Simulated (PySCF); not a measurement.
C6H4FP3.
Cartesian coordinates in Å at the GFN2-xTB level; atoms count from 1:
```xyz
14
C6H4FP3 angstrom
C     -3.434   -1.995    0.097
C     -2.517   -1.216    0.052
C     -1.442   -0.302   -0.001
P      0.117   -1.097    0.073
C      1.328    0.155    0.001
C      2.741   -0.378    0.065
P      1.243    1.890   -0.120
C     -0.464    2.231   -0.172
F     -0.681    3.580   -0.274
P     -1.967    1.365   -0.133
H     -4.232   -2.674    0.136
H      3.467    0.425   -0.055
H      2.926   -0.865    1.024
H      2.913   -1.120   -0.715
```

Probes without a nucleus sit at each ring's centroid and 1 Å off its mean plane on both sides; NICS is minus the shielding there, NICSzz its component along the normal. Level: GIAO PBE0/pcSseg-1 (PySCF, non-relativistic, gas phase) on the GFN2-xTB geometry, one conformer.

Ring bond lengths (Å), with Mayer bond orders in brackets: C3–P4 1.752 (1.25), P4–C5 1.744 (1.26), C5–P7 1.741 (1.28), P7–C8 1.742 (1.24), C8–P10 1.736 (1.27), P10–C3 1.752 (1.23).

Question: Give the NICS values of each ring in ppm.

Answer: 
```tsv
ring	type	NICS(0)	NICS(1), two faces	NICS(1)zz, two faces	rms pucker (Å)	centre to ring atoms, mean (Å)
C3–P4–C5–P7–C8–P10	6-membered ring with 3 P; formal bonds all aromatic	-7.5	-9.6 / -9.6	-21.6 / -21.5	0.00	1.73
```

Question: What do they say, and how far can they be read as aromaticity?

Answer: 
- C3–P4–C5–P7–C8–P10: mean NICS(1)zz -21.5 ppm, shielded.

Question: And the bond-length index? Use HOMA with the parameters of Krygowski (1993).

Answer: 
- C3–P4–C5–P7–C8–P10: HOMA 0.74; the largest term is that of P10–C3, α(R − Ropt)² = 0.35.

Question: At the first NICS(1) probe listed for ring C3–P4–C5–P7–C8–P10, 1 Å off the ring, how large is the induced field along the normal in 9.4 T applied along it?

Answer: NICSzz × B0 = -21.6 ppm × 9.4 T = -203 μT, against the applied field.
